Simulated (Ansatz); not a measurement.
Reactions of `[SiH3]S[SiH]1CO1`.

Computed with Ansatz on PBE0-D4/def2-TZVP structures; ΔE is electronic, products minus reactants. CCSD(T)/CBS adds triple-zeta CCSD(T) − MP2 to the extrapolated MP2 energy (def2 sets, frozen cores). This one scheme is used for every species, atoms too. Functionals use def2-TZVPP. No spin–orbit coupling; open shells (•) take unrestricted orbitals. Spin–orbit coupling would lower the free atoms: a little for C, O, S, Si. Elements past krypton have def2 core potentials. Bonds to Te are less sure, by a few kJ/mol each and by 10 to 20 or more in all where they break to atoms, as the def2 sets lack core-valence functions. Each species was taken in one conformer, which may not be the lowest.

```
                                                       reaction  CCSD(T)/CBS(def2) (kcal/mol)
               `[SiH3]S[SiH]1CO1` → C• + 6 H• + O• + S• + 2 Si•                         898.0
`[SiH3]S[SiH]1CO1` + `C=C(N)S` → `C=C(N)S[SiH3]` + `S[SiH]1CO1`                           0.0
                     `[SiH3]S[SiH]1CO1` → `OC1([SiH3])[SiH2]S1`                             ?
       `[SiH3]S[SiH]1CO1` + H₂Te → `[TeH][SiH]1CO1` + `[SiH3]S`                           1.0
`[SiH3]S[SiH]1CO1` + `C[SiH3]` → `[SiH3]C[SiH]1CO1` + `[SiH3]S`                          14.4
                   `[SiH3]S[SiH]1CO1` → `S[SiH]1CO1` + `[SiH2]`                          71.2
            `[SiH3]S[SiH]1CO1` + H–F → `F[SiH]1CO1` + `[SiH3]S`                             ?
```

Question: Fill in the missing values. (Estimate.)

Answer: The calculation gave: `[SiH3]S[SiH]1CO1` → `OC1([SiH3])[SiH2]S1`: +32.3 kcal/mol; `[SiH3]S[SiH]1CO1` + H–F → `F[SiH]1CO1` + `[SiH3]S`: -16.0 kcal/mol.

Largest T1 diagnostic: 0.014, for `[SiH2]`.
